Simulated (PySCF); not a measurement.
YCl3, SMILES [Cl][Y]([Cl])[Cl].

Coordinates come from a B3LYP-D3(BJ)/def2-SVP optimisation. The isomer is the one that the SMILES or the coordinates give; other isomers of the formula were not compared. The def2 effective core potentials stand for the cores of Y; spin–orbit coupling is left out.

Two levels are set side by side: PBE/def2-TZVPD (PySCF) and M06-2X/def2-TZVPD (PySCF). Same geometry, gas phase. Differences are taken from unrounded values.

```csv
quantity,PBE
orbital gap (eV),4.05
highest occupied level (eV),-7.77
lowest empty level (eV),-3.72
mean polarisability (bohr³),85.1
```

These are the PBE values. What does M06-2X give? (Estimate from the structure and the level; the computed values follow.)


```
quantity                     M06-2X  PBE minus M06-2X
---------------------------  ------  ----------------
orbital gap (eV)               7.97             -3.93
highest occupied level (eV)  -10.44              2.67
lowest empty level (eV)       -2.47             -1.26
mean polarisability (bohr³)    78.5               6.7
```

Without exact exchange PBE keeps part of each electron's self-repulsion, which lifts occupied levels and narrows the gap. Loosely held outer electrons make PBE densities more polarisable. Differences between two approximate levels are no errors against the true value.

Rough cost on one machine, each run with all the roots and properties that it gave: M06-2X against PBE about 2 times.
